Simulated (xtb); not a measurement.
ClH₄MoN₃, SMILES [Cl][Mo](=[NH])(=[NH])[NH2], multiplicity 1. All values are semi-empirical tight-binding results from xtb (GFN2-xTB unless named), good for trends rather than for accurate numbers. The structure is a stationary point at GFN2-xTB. The spin state was assumed, not searched. One conformer was computed; it need not be the lowest.

Optimised geometry:

```xyz
9

Mo    -0.0839     0.2423     0.0000
N     -0.8790     0.7029    -1.4726
H     -1.4997     1.0482    -2.1952
N     -0.8790     0.7029     1.4726
H     -1.4997     1.0482     2.1952
Cl     0.1910    -1.9352     0.0000
N      1.6212     1.1222     0.0000
H      2.1168     1.4639     0.8247
H      2.1168     1.4639    -0.8247
```
Charge 0, spin multiplicity 1.

For metal compounds this method's bond lengths and energies can be far off.

- point group as xtb finds it: Cs
- orbital gap: 2.99 eV
- zero-point energy: 32.3 kcal/mol
- G − E(el) at 298.15 K (modified RRHO): 11.9 kcal/mol

**Question.** Give the atomic charges and the Wiberg bond orders between heavy atoms. (Estimate from the structure and the level; the computed values follow.)

**Answer.** charges (e) Mo1 0.69, N2 -0.45, H3 0.19, N4 -0.45, H5 0.19, Cl6 -0.18, N7 -0.38, H8 0.20, H9 0.20. Bond orders Mo1–N2 2.20, Mo1–N4 2.20, Mo1–Cl6 1.19, Mo1–N7 1.32.
